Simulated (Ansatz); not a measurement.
Consider the ligand exchange at a Ge–N bond: `C=C[SiH2][NH][GeH3]` + `O[SiH2][SiH3]` → `[SiH3][SiH2][O][GeH3]` + `C=C[SiH2]N`.

Program: Ansatz. Geometries: PBE0-D4/def2-TZVP. ΔE: electronic, gas phase. CCSD(T)/CBS adds triple-zeta CCSD(T) − MP2 to the extrapolated MP2 energy (def2 sets, frozen cores). DFT in def2-TZVPP. B3LYP here is the variant with VWN-RPA as its local correlation; programs differ in this. For Ge outer-core shells are correlated without core-valence functions, which leaves a few kJ/mol of doubt a bond. Scalar relativity is left out up to krypton. Each species was taken in one conformer, which may not be the lowest.

```json
{"level": "revPBE-D4", "ΔE (kJ/mol)": "-24.5"}
{"level": "B3LYP-D4", "ΔE (kJ/mol)": "-30.6"}
{"level": "B2PLYP", "ΔE (kJ/mol)": "-28.1"}
{"level": "PBE-QIDH", "ΔE (kJ/mol)": "-24.7"}
{"level": "B3LYP", "ΔE (kJ/mol)": "-28.8"}
{"level": "MP2/def2-SVP", "ΔE (kJ/mol)": "-29.0"}
{"level": "SCS-MP2/def2-QZVPP", "ΔE (kJ/mol)": "-26.9"}
{"level": "HF/CBS(def2)", "ΔE (kJ/mol)": "-35.5"}
```

Question: What does CCSD(T)/CBS give? (Best estimate.)

Answer: The calculation gave: -24.8 kJ/mol. The listed levels differ from it by 0.3, -5.8, -3.3, 0.1, -4.0, -4.2, -2.1, -10.7 kJ/mol.

Largest T1 diagnostic among the species: 0.013.

Leaving LDA and LC-ωPBE aside and taking each functional with its dispersion term where it has one, the values, not all of them listed here, spread over 8.0 kJ/mol, from BHLYP-D4 to revPBE-D4. In def2-TZVPP, CCSD(T) changes the Hartree–Fock value by +9.1 kJ/mol (the triples alone add +0.9 kJ/mol) and MP2 by +10.0 kJ/mol. At CCSD(T), def2-SVP lies −4.8 kJ/mol from the extrapolated value and def2-TZVPP −0.4 kJ/mol.

CCSD(T)/CBS has its own doubt, a few kJ/mol and more with outer-core shells, so smaller differences from it don't rank the levels.
